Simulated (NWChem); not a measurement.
# Polarisability of CuF

```
Cu
F 1 1.7505
```
Charge 0, spin multiplicity 1.

Program: NWChem. Structure: optimised with B3LYP/def2-SVP, a minimum by its harmonic frequencies.

Basis set: def2-SVPD. Static limit.

The correlated methods keep 10 core orbitals frozen. B3LYP has NWChem's definition, with VWN1-RPA local correlation. The structure started from a generated list of species. No row is a measurement; the coupled-cluster row has its own basis-set and correlation limits.

For the isotropic polarisability, PBE gives 25.75 bohr³ and B3LYP gives 21.78 bohr³. What do BHandHLYP, CCSD linear response, HF give?

BHandHLYP: 16.77 bohr³; CCSD linear response: 19.90 bohr³; HF: 12.22 bohr³.
